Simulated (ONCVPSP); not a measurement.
Configuration tests for Fe (ONCV)

ONCVPSP 4.0.1 input, shortened (lines: element, Z, core and valence counts, functional; n l f; lmax; l rc ep ncon nbas qcut; lloc lpopt rc5 dvloc0; l nproj debl; icmod fcfact rcfact), PBEsol, fully relativistic:

```
  Fe 26.00    3    3  -116133      upf
    1    0    2.00
    2    0    2.00
    2    1    6.00
    3    0    2.00
    3    1    6.00
    3    2    6.00
    2
    0    1.20    0.00    3    7    9.40
    1    1.15    0.00    4    8   10.70
    2    1.60    0.00    3    7    7.70
    4    4    1.05    0.00
    0    1    2.30
    1    2    2.60
    2    1    2.10
    1    0.45    0.00
```

Open shells are filled in proportion to 2j + 1.

In the p channel the program set the typed energies aside and used -2.860, 0.250 Ha (j = l + 1/2; the other j can differ).

Energies are relative to the spin-unpolarised reference configuration 3s2 3p6 3d6; without spin polarisation the order of configurations can differ from experiment.

| valence configuration | charge | ΔE all-electron (eV) | error AE − PS (meV) |
| --- | --- | --- | --- |
| 3s2 3p6 3d6 4s2 | 0 | -24.862 | +124 |
| 3s2 3p6 3d6 4s1 | +1 | -16.116 | +78 |
| 3s2 3p6 3d5 | +3 | 34.187 | +97 |

(1) What are ΔE and the potential's error for 3s2 3p6 3d6 4s1 4p1?

Answers

(1) ΔE = -20.727 eV all-electron; the error (AE − PS) is +68 meV.
